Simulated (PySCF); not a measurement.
How methods differ on the excitation energy of B

B [He] 2s2 2p1 (2P) → B [He] 2s1 2p2 (4P), as a difference of total energies. All numbers are calculated (PySCF 2.14, scalar relativity by spin-free X2C-1e, in aug-cc-pVQZ-DK). Correlated levels: valence: 1s2 frozen. The calculations carry no spin-orbit coupling.

```
           method  excitation energy (eV)
              UHF                   2.196
    MP2 (valence)                   3.155
SCS-MP2 (valence)                   3.549
   CCSD (valence)                   3.550
CCSD(T) (valence)                   3.586
```

How much does correlation contribute at CCSD(T) (valence)?

3.586 − (2.196) = 1.390 eV, measured against UHF.
